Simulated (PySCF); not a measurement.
trans-1,3-butadiene (C₄H₆), singlet, geometry from GFN2-xTB; CCSD/6-31G in PySCF.

The PySCF input:
```python
from pyscf import gto, scf, cc

mol = gto.M(
    atom='''
C     0.600984    1.729885    0.006604
C     0.601825    0.401396    0.004979
C    -0.601825   -0.401396   -0.004979
C    -0.600984   -1.729885   -0.006604
H     1.512320    2.302754    0.014100
H    -0.318292    2.292931    0.000444
H     1.537142   -0.143656    0.011281
H    -1.537142    0.143656   -0.011281
H     0.318292   -2.292931   -0.000444
H    -1.512320   -2.302754   -0.014100
''',
    basis='6-31g',
    charge=0,
    spin=0,
    verbose=4,
    cart=True,
)

mf = scf.RHF(mol)
mf.kernel()

mycc = cc.CCSD(mf)
mycc.kernel()
print('E(CCSD) = %.10f' % mycc.e_tot)
```

Write the output that PySCF gives for this input, abridged.


```
PySCF version 2.14.0

[INPUT] verbose = 4
[INPUT] num. atoms = 10
[INPUT] num. electrons = 30
[INPUT] charge = 0
[INPUT] spin (= nelec alpha-beta = 2S) = 0
[INPUT] symmetry False subgroup None
[INPUT] Mole.unit = angstrom
[INPUT] Cartesian GTO integrals (6d 10f)
[INPUT] Symbol           X                Y                Z      unit          X                Y                Z       unit  Magmom
[...]
nuclear repulsion = 104.503209122829
number of shells = 32
number of NR pGTOs = 112
number of NR cGTOs = 48
basis = 6-31g
ecp = {}

******** <class 'pyscf.scf.hf.RHF'> ********
method = RHF
initial guess = minao
damping factor = 0
level_shift factor = 0
DIIS = <class 'pyscf.scf.diis.CDIIS'>
diis_start_cycle = 1
diis_space = 8
diis_damp = 0
SCF conv_tol = 1e-09
SCF conv_tol_grad = None
SCF max_cycles = 50
direct_scf = True
direct_scf_tol = 1e-13
Set gradient conv threshold to 3.16228e-05
Initial guess from minao.
init E= -155.648220828979
[...]
cycle= 1 E= -154.8286652843  delta_E= 0.82  |g|= 0.285  |ddm|= 2.68
[...]
cycle= 2 E= -154.861583882628  delta_E= -0.0329  |g|= 0.0757  |ddm|= 0.466
[...]
cycle= 3 E= -154.863932813863  delta_E= -0.00235  |g|= 0.0275  |ddm|= 0.148
[...]
cycle= 4 E= -154.864158842671  delta_E= -0.000226  |g|= 0.00478  |ddm|= 0.0363
[...]
cycle= 5 E= -154.864168533625  delta_E= -9.69e-06  |g|= 0.00135  |ddm|= 0.00642
[...]
cycle= 6 E= -154.864169427949  delta_E= -8.94e-07  |g|= 0.000208  |ddm|= 0.00218
[...]
cycle= 7 E= -154.864169468873  delta_E= -4.09e-08  |g|= 3.95e-05  |ddm|= 0.000569
[...]
cycle= 8 E= -154.864169470173  delta_E= -1.3e-09  |g|= 1.01e-05  |ddm|= 0.000107
[...]
cycle= 9 E= -154.864169470247  delta_E= -7.34e-11  |g|= 1.83e-06  |ddm|= 3.36e-05
[...]
Extra cycle  E= -154.864169470249  delta_E= -1.93e-12  |g|= 7.05e-07  |ddm|= 3.44e-06
converged SCF energy = -154.864169470249

******** <class 'pyscf.cc.ccsd.CCSD'> ********
CC2 = 0
CCSD nocc = 15, nmo = 48
max_cycle = 50
direct = 0
conv_tol = 1e-07
conv_tol_normt = 1e-05
diis_space = 6
diis_start_cycle = 0
diis_start_energy_diff = 1e+09
Init t2, MP2 energy = -155.218975620724  E_corr(MP2) -0.354806150475559
Init E_corr(CCSD) = -0.354806150475868
cycle = 1  E_corr(CCSD) = -0.378767794101757  dE = -0.0239616436  norm(t1,t2) = 0.0598955
cycle = 2  E_corr(CCSD) = -0.391151564313102  dE = -0.0123837702  norm(t1,t2) = 0.0277724
cycle = 3  E_corr(CCSD) = -0.398134723976542  dE = -0.00698315966  norm(t1,t2) = 0.0140615
cycle = 4  E_corr(CCSD) = -0.399300231643479  dE = -0.00116550767  norm(t1,t2) = 0.00436372
cycle = 5  E_corr(CCSD) = -0.399011651850951  dE = 0.000288579793  norm(t1,t2) = 0.00157443
cycle = 6  E_corr(CCSD) = -0.398954690522474  dE = 5.69613285e-05  norm(t1,t2) = 0.000482778
cycle = 7  E_corr(CCSD) = -0.398971728025057  dE = -1.70375026e-05  norm(t1,t2) = 0.000253465
cycle = 8  E_corr(CCSD) = -0.39896947631682  dE = 2.25170824e-06  norm(t1,t2) = 7.44786e-05
cycle = 9  E_corr(CCSD) = -0.398966954311676  dE = 2.52200514e-06  norm(t1,t2) = 2.42126e-05
cycle = 10  E_corr(CCSD) = -0.398966922624907  dE = 3.16867697e-08  norm(t1,t2) = 7.78154e-06
CCSD converged
E(CCSD) = -155.2631363928735  E_corr = -0.3989669226249067
E(CCSD) = -155.2631363929
```
